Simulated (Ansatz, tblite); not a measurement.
Removing and adding an electron: the cluster Si₄H₈. The state is a singlet with charge 0. Geometry: r2SCAN-D4/def2-SVP. Ansatz, gas phase; energy differences of separate SCF runs; the oxidised species was run as a doublet alone; the reduced species was run as a doublet alone.

Cartesian coordinates in Å:
```
Si 1.1237 -0.7169 -0.9726
Si -1.3950 0.2433 0.8472
Si 0.7974 -0.4844 1.3593
Si -0.5276 0.9571 -1.2352
H -1.4010 0.9642 -2.4487
H 1.0058 -1.6558 2.2651
H -2.2769 -0.9500 0.6363
H 0.5694 -2.0360 -1.4192
H -2.0874 1.2200 1.7431
H 0.1053 2.3058 -1.0704
H 1.6015 0.6784 1.8568
H 2.4847 -0.5258 -1.5617
```

The xTB rows come from tblite. Correlated methods freeze 20 core orbitals. In CCSD on the charge 1 doublet the largest single amplitude is 0.27, so its Hartree–Fock determinant may place the open shell otherwise than the density functionals do. The structure comes from a short search, and lower isomers may exist.

Q: Estimate orbital energies and vertical ionisation energies and electron affinities at: GFN1-xTB; GFN2-xTB; HF/def2-TZVP; PBE-D4/def2-TZVP; PBE-D4/def2-TZVPD; r2SCAN-D4/def2-TZVP; r2SCAN-D4/def2-TZVPD; PBE0-D4/def2-TZVP; PBE0-D4/def2-TZVPD; MP2/def2-TZVP; CCSD/def2-TZVP; CCSD(T)/def2-TZVP.

A: 
| level | −HOMO (eV) | vertical IE (eV) | −LUMO (eV) | vertical EA (eV) | HOMO–LUMO gap (eV) | IE − EA (eV) | remarks |
| --- | --- | --- | --- | --- | --- | --- | --- |
| GFN1-xTB | 10.64 | 12.58 | 8.20 | 5.80 | 2.44 | 6.79 | – |
| GFN2-xTB | 8.79 | 11.14 | 5.67 | 3.03 | 3.12 | 8.11 | – |
| HF/def2-TZVP | – | 8.53 | – | – | – | – | – |
| PBE-D4/def2-TZVP | 6.46 | 8.98 | 1.87 | – | 4.59 | – | – |
| PBE-D4/def2-TZVPD | 6.47 | – | 1.92 | -0.18 | 4.54 | – | HOMO above zero (-1 doublet) |
| r2SCAN-D4/def2-TZVP | 6.67 | 9.05 | 1.71 | – | 4.96 | – | – |
| r2SCAN-D4/def2-TZVPD | 6.67 | – | 1.73 | -0.27 | 4.94 | – | HOMO above zero (-1 doublet) |
| PBE0-D4/def2-TZVP | 7.41 | 9.13 | 1.06 | – | 6.35 | – | – |
| PBE0-D4/def2-TZVPD | 7.41 | – | 1.12 | -0.30 | 6.29 | – | HOMO above zero (-1 doublet) |
| MP2/def2-TZVP | – | 9.26 | – | – | – | – | – |
| CCSD/def2-TZVP | – | 9.17 | – | – | – | – | – |
| CCSD(T)/def2-TZVP | – | 9.17 | – | – | – | – | – |

Relaxing the reduced species (r2SCAN-D4/def2-SVPD) changes its energy by -0.64 eV at PBE-D4/def2-TZVPD, so the adiabatic electron affinity to this nearest minimum is 0.46 eV. At PBE0-D4/def2-TZVPD it is 0.36 eV. The highest occupied level of the relaxed charge -1 doublet lies above zero (up to 1.48 eV). By energy differences its removal costs 0.46 eV (each at its own geometry, to the charge 0 singlet, at PBE-D4/def2-TZVPD); the vertical value is larger still, so the positive level points to self-interaction error.     A HOMO above zero means that the electron is unbound at that level or that self-interaction error raises the level; the energy of removing that electron tells which. Raw xTB energy differences between charge states are shifted by several eV; the methods need an empirical correction for them. A negative affinity means that the extra electron isn't bound; its size then hangs on the basis.
